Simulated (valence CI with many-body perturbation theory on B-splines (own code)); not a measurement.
# Energy levels of Ce⁵¹⁺

Level of theory: configuration interaction combined with many-body perturbation theory (CI+MBPT): five valence electrons over a frozen Dirac-Fock core [He], radial functions for each j: 11 s, 11 p, 10 d, 8 f, 5 g, 2 h, with the one-electron correlation potential Σ1, the two-electron term Σ2, the three-electron term Σ3, Breit, model QED; selected CI, second order for the rest, scaled by the run's own slope (own B-spline code, finite nucleus).

No measured spectrum was set against this ion. As an estimate, large intervals hold to a few tenths of a per cent, small ones and those within an open d or f shell to about a per cent. Among the levels kept, up to 7000 cm⁻¹ of a level comes from second order outside the variational space, and about a tenth of that is noise between levels of different J, which matters for small intervals.

Levels 1 to 45 of 197, with energies above the lowest level, (2s^2 2p1/2^2 2p3/2) J=3/2. "Leading %" is the weight of the configuration and term that name the level; weights of strongly mixed levels are sums over their largest components and can fall short. In the jj column 3d3/2^4 stands for four electrons in 3d with j = 3/2. Lifetimes count E1, E2, E3, M1 and M2 decay at the calculated energies, and are blank where another channel may lead or the interval is too uncertain; long ones can be off by a factor of two.

```csv
No.,Configuration,Term,J,E (Ry),Leading %,g,Leading jj,Lifetime
1,2s2 2p3,2P°,3/2,0.00,47,1.346,2s^2 2p1/2^2 2p3/2 (100 %),
2,2s2 2p3,4S°,3/2,32.98,55,1.441,2s^2 2p1/2 2p3/2^2 (100 %),1.11 ns
3,2s2 2p3,2D°,5/2,34.53,100,1.177,2s^2 2p1/2 2p3/2^2 (100 %),6.51 ns
4,2s2 2p3,2P°,1/2,37.10,100,0.637,2s^2 2p1/2 2p3/2^2 (100 %),1.78 ns
5,2s 2p4,4P,5/2,50.69,73,1.472,2s 2p1/2^2 2p3/2^2 (99 %),2.80 ps
6,2s 2p4,2S,1/2,56.27,62,2.068,2s 2p1/2^2 2p3/2^2 (99 %),712 fs
7,2s 2p4,2P,3/2,56.38,46,1.192,2s 2p1/2^2 2p3/2^2 (99 %),408 fs
8,2s2 2p3,2P°,3/2,70.18,52,1.286,2s^2 2p3/2^3 (99 %),388 ps
9,2s 2p4,4P,3/2,85.24,81,1.569,2s 2p1/2 2p3/2^3 (99 %),838 fs
10,2s 2p4,2D,5/2,87.79,73,1.283,2s 2p1/2 2p3/2^3 (99 %),831 fs
11,2s 2p4,2P,1/2,90.86,62,1.399,2s 2p1/2 2p3/2^3 (98 %),319 fs
12,2s 2p4,2D,3/2,91.65,51,1.043,2s 2p1/2 2p3/2^3 (100 %),318 fs
13,2p5,2P°,3/2,111.21,99,1.313,2p1/2^2 2p3/2^3 (99 %),279 fs
14,2s 2p4,2S,1/2,125.10,36,1.801,2s 2p3/2^4 (99 %),367 fs
15,2p5,2P°,1/2,145.86,100,0.637,2p1/2 2p3/2^4 (100 %),208 fs
16,2s2 2p2 3s,4P,1/2,391.19,48,2.010,2s^2 2p1/2^2 3s (100 %),14.7 fs
17,2s2 2p2 3p,2P°,1/2,396.55,45,0.654,2s^2 2p1/2^2 3p1/2 (100 %),1.36 ps
18,2s2 2p2 3p,2P°,3/2,407.30,33,1.329,2s^2 2p1/2^2 3p3/2 (99 %),1.40 ps
19,2s2 2p2 3d,2D,3/2,412.38,41,0.785,2s^2 2p1/2^2 3d3/2 (100 %),10.8 fs
20,2s2 2p2 3d,2D,5/2,415.79,34,1.195,2s^2 2p1/2^2 3d5/2 (99 %),2.02 fs
21,2s2 2p2 3s,4P,3/2,424.74,88,1.666,2s^2 2p1/2 2p3/2 3s (99 %),21.0 fs
22,2s2 2p2 3s,2P,1/2,425.31,67,1.299,2s^2 2p1/2 2p3/2 3s (100 %),9.91 fs
23,2s2 2p2 3s,2D,5/2,426.04,63,1.327,2s^2 2p1/2 2p3/2 3s (99 %),20.5 fs
24,2s2 2p2 3s,2D,3/2,426.40,63,0.976,2s^2 2p1/2 2p3/2 3s (99 %),10.5 fs
25,2s2 2p2 3p,4P°,1/2,430.06,47,1.725,2s^2 2p1/2 2p3/2 3p1/2 (100 %),1.89 ps
26,2s2 2p2 3p,4D°,3/2,430.48,56,1.139,2s^2 2p1/2 2p3/2 3p1/2 (100 %),1.86 ps
27,2s2 2p2 3p,2F°,5/2,431.40,47,1.068,2s^2 2p1/2 2p3/2 3p1/2 (99 %),1.38 ps
28,2s2 2p2 3p,2P°,3/2,433.42,42,1.330,2s^2 2p1/2 2p3/2 3p1/2 (99 %),537 fs
29,2s 2p3 3s,4P°,5/2,439.17,25,1.530,2s 2p1/2^2 2p3/2 3s (54 %),55.6 fs
30,2s2 2p2 3p,2P°,1/2,440.44,34,1.603,2s^2 2p1/2 2p3/2 3p3/2 (97 %),521 fs
31,2s2 2p2 3p,2D°,3/2,440.93,46,1.146,2s^2 2p1/2 2p3/2 3p3/2 (91 %),139 fs
32,2s 2p3 3s,4S°,3/2,441.01,16,1.458,2s 2p1/2^2 2p3/2 3s (52 %),20.5 fs
33,2s2 2p2 3p,4D°,5/2,441.14,34,1.494,2s^2 2p1/2 2p3/2 3p3/2 (58 %),64.7 fs
34,2s2 2p2 3p,2F°,7/2,441.46,63,1.232,2s^2 2p1/2 2p3/2 3p3/2 (100 %),1.34 ps
35,2s2 2p2 3p,4S°,3/2,442.87,19,1.424,2s^2 2p1/2 2p3/2 3p3/2 (58 %),32.7 fs
36,2s2 2p2 3p,2D°,5/2,443.06,60,1.211,2s^2 2p1/2 2p3/2 3p3/2 (95 %),654 fs
37,2s2 2p2 3p,2P°,1/2,443.70,72,0.658,2s^2 2p1/2 2p3/2 3p3/2 (83 %),54.3 fs
38,2s 2p3 3p,6P,3/2,445.76,17,1.480,2s 2p1/2^2 2p3/2 3p1/2 (67 %),4.36 fs
39,2s 2p3 3p,2D,5/2,445.80,14,1.299,2s 2p1/2^2 2p3/2 3p1/2 (73 %),2.88 fs
40,2s 2p3 3s,4D°,1/2,445.95,29,0.786,2s 2p1/2^2 2p3/2 3s (80 %),14.9 fs
41,2s 2p3 3s,2P°,3/2,446.01,32,1.376,2s 2p1/2^2 2p3/2 3s (94 %),26.3 fs
42,2s2 2p2 3d,4F,3/2,446.15,30,1.157,2s^2 2p1/2 2p3/2 3d3/2 (69 %),16.6 fs
43,2s2 2p2 3d,4F,5/2,446.27,40,1.022,2s^2 2p1/2 2p3/2 3d3/2 (82 %),30.7 fs
44,2s2 2p2 3d,4D,1/2,446.33,79,0.240,2s^2 2p1/2 2p3/2 3d3/2 (100 %),11.0 fs
45,2s2 2p2 3d,2G,7/2,447.22,49,1.032,2s^2 2p1/2 2p3/2 3d3/2 (96 %),844 fs
```

Where two levels of one J and parity lie close, their mixing, g and order are uncertain.

The ionisation energy to 2s2 2p2 3P_0 of the next ion comes out as 9802.5 eV (NIST: 9803 ± 4 eV (theoretical)). All 197 levels together are meant to be complete up to 516.75 Ry.
